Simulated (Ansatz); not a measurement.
Se(Me)(SMe) (C2H6SSe), SMILES CS[Se]C.

Geometry: ωB97X-D3(BJ)/def2-SVP. The values are those of a single conformer.

Two levels are set side by side: PBE/def2-SVPD (Ansatz, a program for electronic structure) and PBE0/def2-SVPD (Ansatz). Energy differences of separate SCF runs at the same geometry; the states with an electron removed or added have multiplicity 2 and 2. Differences are taken from unrounded values.

```json
[
 {"quantity": "vertical ionisation energy (eV)", "PBE": "8.39"},
 {"quantity": "vertical singlet–triplet gap (eV)", "PBE": "3.42"}
]
```

Problem. These are the PBE values. What does PBE0 give? (The exact figures need the calculation; the answer reports its results.)

Solution. 
```csv
quantity,PBE0,PBE minus PBE0
vertical ionisation energy (eV),8.60,-0.21
vertical singlet–triplet gap (eV),3.58,-0.16
```
